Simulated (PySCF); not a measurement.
**Exercise with solution: entropy of an ideal gas**

FH2MgN, SMILES [NH2][Mg][F].

The structure is a stationary point at TPSSh-D3(BJ)/def2-TZVP. One conformer was computed; it need not be the lowest.

TPSSh-D3(BJ)/def2-TZVP (PySCF) gives the harmonic wavenumbers 143, 153, 281, 541, 550, 832, 1571, 3533, 3609 cm⁻¹ and the rotational temperatures 18.1619, 0.2003, 0.1982 K. The molar mass is 59.33 g/mol, the symmetry number 2, the spin multiplicity 1.

Q: Work out the entropy at 298.15 K and 1 atm in the rigid-rotor, harmonic-oscillator model.

A: 
Translation (Sackur–Tetrode at 1 atm): S = R[1.5 ln M + 2.5 ln T − 1.16487] = 159.7 J/(mol K).
Rotation: q = (√π/σ) T^1.5/√(θA θB θC) = 5370, S = R[ln q + 3/2] = 83.9 J/(mol K).
Vibration: with u = 1.4388 ν/T, each mode gives R[u/(e^u − 1) − ln(1 − e^−u)]:
```json
[
 {"ν (cm⁻¹)": "143", "modes": "1", "u": "0.69", "S (J/(mol K))": "11.56"},
 {"ν (cm⁻¹)": "153", "modes": "1", "u": "0.74", "S (J/(mol K))": "11.02"},
 {"ν (cm⁻¹)": "281", "modes": "1", "u": "1.36", "S (J/(mol K))": "6.39"},
 {"ν (cm⁻¹)": "541", "modes": "1", "u": "2.61", "S (J/(mol K))": "2.36"},
 {"ν (cm⁻¹)": "550", "modes": "1", "u": "2.65", "S (J/(mol K))": "2.28"},
 {"ν (cm⁻¹)": "832", "modes": "1", "u": "4.01", "S (J/(mol K))": "0.76"},
 {"ν (cm⁻¹)": "1571", "modes": "1", "u": "7.58", "S (J/(mol K))": "0.04"}
]
```
The stiffer modes add less than 0.005 each. Sum 34.4 J/(mol K).
Spin: R ln 1 = 0.0 J/(mol K).
Total 278.0 J/(mol K); the program's own thermochemistry gives 277.9. Translation makes up 57 % and vibration 12 %. Anharmonicity, hindered rotation and orbital degeneracy are left out.
